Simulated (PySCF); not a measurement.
Ions at one geometry of [Tl(H2O)2]3+

PySCF 2.14.0, RKS PBE0, Tl def2-SVP with ECP60, O def2-SVP, H def2-SVP; non-relativistic Hamiltonian with scalar-relativistic core potentials where named; density fitting; no spin-orbit coupling; singlets restricted, open shells unrestricted. The geometry is relaxed for charge +3, singlet, vacuum:

```xyz
7

Tl   -0.0175   -0.0734    0.0000
O    -0.0248    0.0470    2.0818
H     0.7147    0.5091    2.5850
H    -0.4639   -0.6583    2.6501
O    -0.0096    0.0016   -2.0825
H     0.4340   -0.7127   -2.6363
H    -0.7443    0.4572   -2.5982
```

Energies count from the relaxed state; an electron taken off or put on is at rest in vacuum. Charges and spins are Mulliken's.

```csv
state,energy (eV),spin squared,charge on Tl1 (e),spin on Tl1 (e),dipole about the centre of mass (D)
"charge +3, singlet, vacuum",0.00,0.00,1.79,0.00,0.78
"charge +4, doublet, vacuum",31.04,0.84,2.04,-0.15,0.48
```

Q: What does the state charge +2, doublet, vacuum give?

A: energy (eV) -20.94, spin squared 0.75, charge on Tl1 (e) 1.20, spin on Tl1 (e) 0.60, dipole about the centre of mass (D) 0.69.

With an electron taken off (doublet) the charges change, summed by element, by Tl +0.25 e, O +0.53 e, H +0.22 e. The vertical ionisation energy is 31.04 eV, against −ε(HOMO) = 28.68 eV of the relaxed state. The level lies 2.4 eV too high, as is usual for semilocal functionals and global hybrids, which keep a self-interaction error.

With an electron put on (doublet) the charges change, summed by element, by Tl -0.59 e, O -0.14 e, H -0.27 e. The vertical electron affinity is 20.94 eV, against −ε(LUMO) = 23.49 eV of the relaxed state.

Open shells may have lower solutions than those found.
